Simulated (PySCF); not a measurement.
## Calculated data, AlBH$_{3}$, AlBFH$_{2}$

All values are calculated (PySCF 2.14.0). Calculation on a computer-drawn molecule: vertical ionisation energy to the stated ion spin, frozen-core CCSD(T) at the basis limit and cheaper methods, single-reference cases, UHF for radicals, no spin-orbit; all values are single points at the evaluated structure, the first of each entry, which is the reference or a displaced copy of it and isn't optimised; the reference structure only sets the zero of the energies above reference; triples share is (T) over the correlation energy.

Common to all runs: charge 0; multiplicity 2; ion multiplicity 1; diffuse functions no; basis cc-pV(n+d)Z; reference is the Hartree-Fock double-zeta minimum; best is HF at quadruple zeta + MP2 correlation extrapolated from triple and quadruple zeta + CCSD(T) minus MP2 at triple zeta; basis step is the size of the change from the same recipe one zeta lower.

(1) AlBH$_{3}$

Evaluated structure:
```xyz
5
AlBH3
B     -0.8134    -1.2897     2.7421
Al    -0.5430    -0.3762     0.8213
H     -0.3246    -0.9434     3.7422
H     -1.5735    -2.1658     2.8081
H      0.7495    -0.8082    -0.1651
```

Reference structure:
```xyz
5
AlBH3
B     -0.8330    -1.2906     2.6810
Al    -0.4471    -0.3787     0.7969
H     -0.4109    -0.8188     3.7046
H     -1.5915    -2.2192     2.7845
H      0.7411    -0.7220    -0.2052
```

```
energy above reference basis step : ?
D1 diagnostic at triple zeta      : ?
T1 diagnostic at triple zeta      : ?
```

Drawn bonds:
```csv
atom,other atom,order
1,2,1
1,3,1
1,4,1
2,5,1
```

(2) AlBFH$_{2}$

Evaluated structure:
```xyz
5
AlBFH2
B     -2.4605    -0.3918     3.1692
Al    -1.3376    -1.8899     2.0990
F      0.3203    -1.8024     1.9861
H     -2.9435     0.5442     2.5910
H     -2.7681    -0.5586     4.3187
```

Reference structure:
```xyz
5
AlBFH2
B     -2.4605    -0.3918     3.1692
Al    -1.3376    -1.8899     2.0990
F      0.3203    -1.8024     1.9861
H     -2.9435     0.5442     2.5910
H     -2.7681    -0.5586     4.3187
```

```
dipole magnitude r2SCAN at triple zeta : ?
```

Drawn bonds:
```csv
atom,other atom,order
1,2,1
2,3,1
1,4,1
1,5,1
```

**Q.** What energy above reference basis step does the calculation give for AlBH$_{3}$ (entry 1)?
**A.** 0.06129 kcal/mol

**Q.** Give the missing D1 diagnostic at triple zeta for AlBH$_{3}$ (entry 1).
**A.** 0.1122

**Q.** What T1 diagnostic at triple zeta does the calculation give for AlBH$_{3}$ (entry 1)?
**A.** 0.03131

**Q.** Give the table of triple zeta values for AlBH$_{3}$ (entry 1).
**A.** 
Triple zeta:
```csv
method,ionisation energy (eV),energy above reference (kcal/mol)
HF,7.208,1.952
PBE,7.69,2.778
r2SCAN,7.801,2.688
B3LYP,7.656,2.471
wB97X,7.516,2.485
MP2,7.407,2.355
CCSD,7.478,2.418
CCSD(T),7.509,2.496
```

**Q.** AlBFH$_{2}$ (entry 2): dipole magnitude r2SCAN at triple zeta?
**A.** 1.201 debye

**Q.** Give the table of triple zeta values for AlBFH$_{2}$ (entry 2).
**A.** 
Triple zeta:
```csv
method,ionisation energy (eV),energy above reference (kcal/mol)
HF,7.505,0
PBE,7.811,0
r2SCAN,7.938,0
B3LYP,7.847,0
wB97X,7.725,0
MP2,7.564,0
CCSD,7.673,0
CCSD(T),7.674,0
```

Further results for AlBH$_{3}$ (entry 1):

```
ionisation energy best                         : 7.535 eV
ionisation energy basis step                   : 0.0272 eV
energy above reference best                    : 2.466 kcal/mol
total energy HF triple zeta                    : -268.2819 hartree
total energy CCSD(T) triple zeta               : -268.4807 hartree
total energy best                              : -268.5025 hartree
spin squared at triple zeta                    : 0.8092
ion T1 diagnostic at triple zeta               : 0.01278
ion D1 diagnostic at triple zeta               : 0.02778
triples share at triple zeta                   : 0.0302
basis functions triple zeta                    : 111
dipole magnitude HF at triple zeta             : 0.4962 debye
dipole magnitude CCSD unrelaxed at triple zeta : 0.6001 debye
dipole magnitude PBE at triple zeta            : 1.013 debye
dipole magnitude r2SCAN at triple zeta         : 0.9126 debye
dipole magnitude B3LYP at triple zeta          : 0.832 debye
dipole magnitude wB97X at triple zeta          : 0.5194 debye
```

Further results for AlBFH$_{2}$ (entry 2):

```
ionisation energy best                         : 7.734 eV
ionisation energy basis step                   : 0.03436 eV
energy above reference best                    : 0 kcal/mol
energy above reference basis step              : 0 kcal/mol
total energy HF triple zeta                    : -367.2710 hartree
total energy CCSD(T) triple zeta               : -367.7121 hartree
total energy best                              : -367.7858 hartree
T1 diagnostic at triple zeta                   : 0.02413
D1 diagnostic at triple zeta                   : 0.09713
spin squared at triple zeta                    : 0.8088
ion T1 diagnostic at triple zeta               : 0.01582
ion D1 diagnostic at triple zeta               : 0.03928
triples share at triple zeta                   : 0.02994
basis functions triple zeta                    : 127
dipole magnitude HF at triple zeta             : 1.494 debye
dipole magnitude CCSD unrelaxed at triple zeta : 1.233 debye
dipole magnitude PBE at triple zeta            : 1.205 debye
dipole magnitude B3LYP at triple zeta          : 1.289 debye
dipole magnitude wB97X at triple zeta          : 1.282 debye
```
